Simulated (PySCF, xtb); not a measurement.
ClH6NSi3, SMILES [SiH]1([SiH2]N[SiH2]1)Cl.

Harmonic wavenumbers (cm⁻¹) from GFN2-xTB (xtb 6.7.1) at its own minimum, in rising order: 90, 102, 135, 311, 346, 371, 391, 397, 437, 528, 529, 534, 549, 607, 620, 665, 777, 813, 837, 860, 1159, 2120, 2165, 2172, 2196, 2201, 3476.

Q: What does PBE-D3(BJ)/def2-SVP (PySCF 2.14.0) give at its own minimum? (The exact figures need the calculation; the answer reports its results.)

A: 60, 121, 139, 318, 390, 392, 439, 441, 476, 556, 590, 662, 664, 678, 692, 745, 832, 853, 932, 967, 1082, 2123, 2127, 2131, 2135, 2158, 3499. Paired by order, the mean absolute difference is 52 cm⁻¹ and the zero-point energies are 36.3 and 37.5 kcal/mol.
